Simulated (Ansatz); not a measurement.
Consider the substitution at a C–Si bond: `N#C[SiH](F)Cl` + `C[SeH]` → `C[Se]C#N` + `F[SiH2]Cl`.

Computed with Ansatz on PBE0-D4/def2-TZVP structures; ΔE is electronic, products minus reactants. CBS: MP2 limit from def2 TZ/QZ plus the TZ coupled-cluster correction, frozen cores. This one scheme is used for every species. DFT in def2-TZVPP. B3LYP here is the variant with VWN-RPA as its local correlation; programs differ in this. For Se outer-core shells are correlated without core-valence functions, which leaves a few kJ/mol of doubt a bond. Scalar relativity is left out up to krypton.

Q: Is it downhill or uphill in electronic energy at CCSD(T)/CBS, and by how much? (Best estimate.)

A: Ansatz gave: Uphill: ΔE = +53.2 kJ/mol.

Q: What do these levels give: revPBE-D4, PBE0-D4, B3LYP-D4, r2SCANh-D4, B3LYP, r2SCAN0, LC-ωPBE, HF/def2-SVP, CCSD/def2-TZVPP, CCSD(T)/def2-TZVPP, HF/CBS(def2), CCSD/CBS(def2)? (Estimate.)

A: Ansatz gave: revPBE-D4 42.0, PBE0-D4 46.9, B3LYP-D4 48.6, r2SCANh-D4 49.3, B3LYP 48.2, r2SCAN0 50.6, LC-ωPBE 50.1, HF/def2-SVP 61.0, CCSD/def2-TZVPP 53.9, CCSD(T)/def2-TZVPP 51.6, HF/CBS(def2) 57.6, CCSD/CBS(def2) 55.5 kJ/mol.

Largest T1 diagnostic among the species: 0.012.

From BLYP to BHLYP (50 % exact exchange), in def2-TZVPP and without D4, ΔE moves by +8.4 kJ/mol. In def2-TZVPP, CCSD(T) changes the Hartree–Fock value by −6.1 kJ/mol (the triples alone add −2.2 kJ/mol) and MP2 by −8.4 kJ/mol. At CCSD(T), def2-SVP lies +4.4 kJ/mol from the extrapolated value and def2-TZVPP −1.6 kJ/mol.
